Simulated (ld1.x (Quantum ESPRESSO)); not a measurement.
Transferability test, TM potential for Si (Z = 14)

ld1.x (Quantum ESPRESSO) 7.5 input, shortened:

```
&input
   title='Si', zed=14., rel=1, dft='PZ', iswitch=3,
   config='[Ne] 3s1.5 3p2.5 3d-2'
 /
 &inputp
   pseudotype=2, tm=.true., lloc=0,
   nlcc=.true., new_core_ps=.true., rcore=0.85
 /
3
3P  2  1   2.50   0.00  1.50  1.50  0.0
3D  3  2  -2.00   0.30  1.90  1.90  0.0
3S  1  0   1.50   0.00  1.75  1.75  0.0
 &test
   configts(1)='3s1.5 3p2.5'
 /
```

Energies are relative to the spin-unpolarised reference configuration 3s1.5 3p2.5; without spin polarisation the order of configurations can differ from experiment. Spin-polarised rows fill each open shell by Hund’s rule, majority spin first.

```
   valence configuration  charge  ΔE all-electron (eV)  error AE − PS (meV)
                 3s2 3p1      +1                 4.448                 +1.8
                 3s2 3p0      +2                20.562                  +13
               3s2 3p1.5    +0.5                -0.416                 +0.2
                 3s0 3p4       0                10.398                 +2.6
               3s2 3p2.3    -0.3                -4.338                 +0.8
                 3s1 3p2      +1                11.861                 +5.1
3s2 3p2 (spin-polarised)       0                -3.993                 +2.5
```

What are ΔE and the potential's error for 3s2 3p2?

ΔE = -3.381 eV all-electron; the error (AE − PS) is +0.4 meV.

What are ΔE and the potential's error for 3s1.5 3p2.5 (spin-polarised)?

ΔE = -1.524 eV all-electron; the error (AE − PS) is +6.3 meV.
